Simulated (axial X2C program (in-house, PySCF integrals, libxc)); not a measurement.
Worked dissociation energy of LiMn⁻: CCSD(T), scalar-relativistic

All values were computed with an axial X2C code built on PySCF integrals. Spin-free means the one-electron spin-free X2C Hamiltonian. Basis: Mn dyall-acv3z [10s11p7d4f2g], Li dyall-av3z [9s9p3d] (cores contracted in-house); Gaussian nuclei, density fitting, unrestricted open shells. Masses: Mn 54.938 u, Li 7.016 u.

Molecular state: M_S = 5/2, Λ = 0 (beyond evenly filled blocks: σα, π+α, π-α, δ+α, δ-α).

Correlated methods: 9 electrons correlated (number of frozen shells: Mn 3 s, 2 p; Li 1 s), 285 virtual spin orbitals or spinors in MP2, 90 natural virtuals in coupled cluster.

- E(Mn) (2M_S = 5, M_L = 0): -1157.552140 hartree
- E(Li-) (2M_S = 0, M_L = 0): -7.455958 hartree
- E(LiMn⁻) at Re: -1165.014694 hartree
- ωe: 122.7 cm⁻¹
- ωexe: 2.6 cm⁻¹

Work out De and D0.

De = -1157.552140 + (-7.455958) − (-1165.014694) = 0.00660 hartree = 0.180 eV. The zero-point energy is ωe/2 − ωexe/4 = 61 cm⁻¹ = 0.008 eV, so D0 = 0.172 eV.

The state is one determinant whose occupation by symmetry is held fixed; it was picked as the lowest of a PBE0 search that is not exhaustive. Dissociation energies refer to the lowest single-determinant-based atoms at the same level and basis. Coupled cluster ran in a truncated set of natural virtual spinors; the MP2 energy of the rest was added. (T) has no such correction and the atoms are truncated less, which lowers De at CCSD(T) by a hundredth of an eV or more. PBE0 can misorder states that lie within some tenths of an eV, so this need not be the ground state of the molecule. The nearest other spin-free determinant of the search, M_S = 7/2, Λ = 0, lies 0.27 eV up at the distance of the search. The determinant is spin-polarised beyond a pure state at some levels (its spin-free form has ⟨S²⟩ too high), which makes Re and μ there less reliable. The T1 diagnostic is large, a sign of multireference character.

The levels of this run spread widely (ωe from 114 to 147 cm⁻¹), so these constants depend on the method. The bond is weak, and without diffuse functions and with truncated virtuals even CCSD(T) can be tens of per cent off in De.

Each atomic determinant is the lowest at this level and need not be a pure term. Totals compare only within one Hamiltonian and basis.
